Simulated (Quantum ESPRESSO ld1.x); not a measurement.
The numbers below are computed, except where a source is named.
All-electron atom: Ru22+ in [Ar] 3d4. Code: ld1.x of Quantum ESPRESSO 7.5. Model: scalar-relativistic Kohn-Sham, LDA (Slater exchange, VWN5 correlation), spin-polarised, spherical densities, point nucleus; open shells are filled with parallel spins first.

X-ray form factor f0, the Fourier transform of the density (f0(0) = 22):

sin(theta)/lambda (1/angstrom)  f0 (electrons)
0.05                                    21.964
0.1                                     21.855
0.15                                    21.676
0.2                                     21.429
0.25                                    21.117
0.3                                     20.746
0.4                                     19.844
0.5                                     18.770
0.6                                     17.579
0.8                                     15.051
1                                       12.630
1.25                                    10.106
1.5                                      8.270
2                                        6.214
